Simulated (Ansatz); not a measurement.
Calculated with Ansatz (gas phase, PBE0-D4/def2-TZVP geometries, no zero-point term in ΔE). CCSD(T)/CBS adds triple-zeta CCSD(T) − MP2 to the extrapolated MP2 energy (def2 sets, frozen cores). This one scheme is used for every species. For Mg outer-core shells are correlated without core-valence functions, which leaves a few kJ/mol of doubt a bond. One conformer a species, not always the lowest.

Consider the ligand exchange at a Mg–O bond: `C[S][Mg][O][SiH3]` + H–F → `C[S][Mg][F]` + `O[SiH3]`.

`C[S][Mg][O][SiH3]`:

Cartesian coordinates in Å:
```
C 3.033 -1.006 0.167
S 1.923 -1.006 1.618
Mg -0.034 -0.182 0.795
O -1.567 0.465 0.138
Si -2.952 1.048 -0.445
H 2.667 -1.656 -0.628
H 3.993 -1.394 0.507
H 3.194 -0.002 -0.225
H -2.771 2.418 -1.008
H -3.489 0.182 -1.536
H -3.997 1.132 0.618
```

H–F:

Z-matrix (Å, degrees):
```
F
H 1 0.920
```

`C[S][Mg][F]`:

```xyz
7

C    -0.186    0.565    1.042
S    -0.888   -0.933    0.265
Mg    0.205   -1.068   -1.726
F     1.047   -1.172   -3.259
H    -0.384    1.461    0.454
H    -0.678    0.677    2.008
H     0.886    0.470    1.216
```

`O[SiH3]`:

Z-matrix (Å, degrees):
```
Si
O 1 1.648
H 1 1.489 2 111.7
H 1 1.489 2 111.7 3 120.9
H 1 1.481 2 105.9 3 -119.6
H 2 0.957 1 117.9 3 -60.5
```

```
          level  ΔE (eV)
   MP2/def2-SVP    -0.25
CCSD/def2-TZVPP    -0.19
```

(1) What does CCSD(T)/CBS give? (Estimate.)

Largest T1 diagnostic among the species: 0.011.

Results:

(1) The calculation gave: -0.16 eV. The listed levels differ from it by -0.09, -0.03 eV.

In def2-TZVPP, CCSD(T) changes the Hartree–Fock value by +0.06 eV (the triples alone add +0.01 eV) and MP2 by +0.06 eV. The D4 term adds +0.05 eV with B3LYP and +0.03 eV with PBE0; it sums over pairs of atoms, weighted by their polarisabilities, and B3LYP, whose exchange is more repulsive, gets the larger term.

B3LYP here is the variant with VWN-RPA as its local correlation; programs differ in this.
